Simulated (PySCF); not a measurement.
Polarisability and C₆ of Cd (cadmium, neutral)

[Kr] 4d10 5s2, closed-shell 1S. Computed with PySCF 2.14 in x2c-QZVPPall with one added diffuse shell each of s, p, d, f, g type (14s9p8d5f3g, 143 functions), with scalar relativity by spin-free X2C-1e. Coupled (time-dependent) response in atomic units; α is the mean over directions.

| method | mean α (bohr³) | C₆ (like pair) | S(−4) |
| --- | --- | --- | --- |
| UHF | 63.76 | 615.1 | 2021 |
| PBE | 47.70 | 429.8 | 1062 |

S(−4) is the Cauchy moment in α(ω) = α(0) + S(−4) ω² + …

Reference α: 46 ± 2 bohr³ (recommended; Schwerdtfeger and Nagle, table of static dipole polarizabilities (2023 update)). Published C₆: 405.0 (Gould and Bucko (2016)).

Hartree-Fock lies above the reference because it lacks correlation, which contracts the outer shell.

α(iu) at UHF:

```tsv
u (hartree)	α(iu) (bohr³)
0	63.76
0.0500	59.12
0.100	48.84
0.200	30.19
0.300	19.84
0.500	11.05
0.750	6.971
1.00	5.051
1.50	3.173
2.00	2.229
3.00	1.287
5.00	0.5869
```
